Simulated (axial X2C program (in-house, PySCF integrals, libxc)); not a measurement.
**Density and ELF of ZrCl⁺**

All values were computed with an in-house relativistic program for diatomic molecules. Spin-free means the one-electron spin-free X2C Hamiltonian. Basis: Zr dyall-cv3z [11s12p9d6f3g], Cl dyall-av3z [9s8p3d2f] (cores contracted in-house); Gaussian nuclei, density fitting, unrestricted open shells. Masses: Zr 89.905 u, Cl 34.969 u.

PBE0, without spin–orbit coupling, state M_S = 1, Λ = 2 (beyond evenly filled blocks: σα, δ+α); Zr at z = 0, Cl at z = 2.236 Å.

The maps cover the half plane through the axis: z from -2.4 to 4.2 Å along the bond, ρ from 0.15 to 2.25 Å away from it.

log10 of the density in e/bohr³:

```
 ρ\z  -2.4  -1.8  -1.2  -0.6   0.0   0.6   1.2   1.8   2.4   3.0   3.6   4.2
0.15  -4.0  -2.9  -1.6  -0.2   1.6  -0.3  -0.9  -0.4   0.9  -0.8  -1.8  -3.0
0.45  -4.1  -3.0  -1.8  -0.5   0.0  -0.6  -1.1  -0.6  -0.4  -0.9  -2.0  -3.1
0.75  -4.1  -3.2  -2.2  -1.0  -0.5  -1.1  -1.3  -0.9  -0.8  -1.3  -2.2  -3.2
1.05  -4.2  -3.4  -2.5  -1.6  -1.1  -1.6  -1.6  -1.3  -1.2  -1.7  -2.5  -3.5
1.35  -4.2  -3.5  -2.7  -2.0  -1.7  -1.9  -2.0  -1.8  -1.8  -2.2  -2.9  -3.7
1.65  -4.3  -3.6  -2.9  -2.3  -2.1  -2.3  -2.4  -2.3  -2.3  -2.6  -3.3  -4.0
1.95  -4.5  -3.7  -3.1  -2.6  -2.5  -2.6  -2.8  -2.8  -2.8  -3.1  -3.7  -4.4
2.25  -4.6  -4.0  -3.4  -3.0  -2.8  -2.9  -3.1  -3.2  -3.3  -3.6  -4.1  -4.8
```

Electron localisation function (collinear form, no current term, damped to 0 at low density):

```
 ρ\z  -2.4  -1.8  -1.2  -0.6   0.0   0.6   1.2   1.8   2.4   3.0   3.6   4.2
0.15  0.00  0.04  0.58  0.82  0.44  0.76  0.53  0.10  0.86  0.88  0.67  0.12
0.45  0.00  0.01  0.25  0.78  0.21  0.69  0.52  0.66  0.13  0.89  0.61  0.10
0.75  0.00  0.00  0.04  0.47  0.81  0.32  0.48  0.85  0.86  0.85  0.50  0.06
1.05  0.00  0.00  0.02  0.25  0.62  0.14  0.39  0.80  0.83  0.73  0.34  0.03
1.35  0.00  0.01  0.07  0.34  0.55  0.18  0.27  0.64  0.67  0.51  0.17  0.01
1.65  0.00  0.03  0.19  0.52  0.62  0.28  0.18  0.39  0.41  0.26  0.06  0.00
1.95  0.00  0.02  0.27  0.60  0.64  0.35  0.12  0.15  0.16  0.08  0.01  0.00
2.25  0.00  0.01  0.18  0.53  0.57  0.30  0.07  0.04  0.04  0.01  0.00  0.00
```

Axial spin density in 10⁻³ e/bohr³:

```
 ρ\z  -2.4  -1.8  -1.2  -0.6    0.0   0.6  1.2   1.8   2.4   3.0  3.6  4.2
0.15   0.0   0.1   4.3  61.7  182.6  60.6  3.7  -3.6  -0.8  -0.1  0.0  0.0
0.45   0.0   0.1   1.5  15.4   23.4  15.0  1.6  -3.1  -3.1  -0.6  0.0  0.0
0.75   0.0   0.1   0.7   9.7   47.9   9.1  1.2  -1.0  -2.6  -0.6  0.0  0.0
1.05   0.0   0.2   1.2  10.8   31.1  10.3  1.8   0.1  -0.9  -0.3  0.0  0.0
1.35   0.0   0.2   1.5   7.9   16.1   7.6  1.8   0.4  -0.2  -0.1  0.0  0.0
1.65   0.0   0.2   1.2   4.6    7.6   4.3  1.3   0.3   0.0   0.0  0.0  0.0
1.95   0.0   0.2   0.8   2.3    3.4   2.2  0.8   0.2   0.0   0.0  0.0  0.0
2.25   0.0   0.1   0.4   1.1    1.5   1.0  0.4   0.1   0.0   0.0  0.0  0.0
```

The state is one determinant whose occupation by symmetry is held fixed; it was picked as the lowest of a PBE0 search that is not exhaustive. Other states lie close and PBE0, whose exact exchange favours high spin, may order them wrongly; the determinant shown need not be the ground state. The nearest other spin-free determinant of the search, M_S = 1, Λ = 0, lies 0.23 eV up at the distance of the search. The functionals have no current-density term, which raises determinants with orbital currents, atoms included.
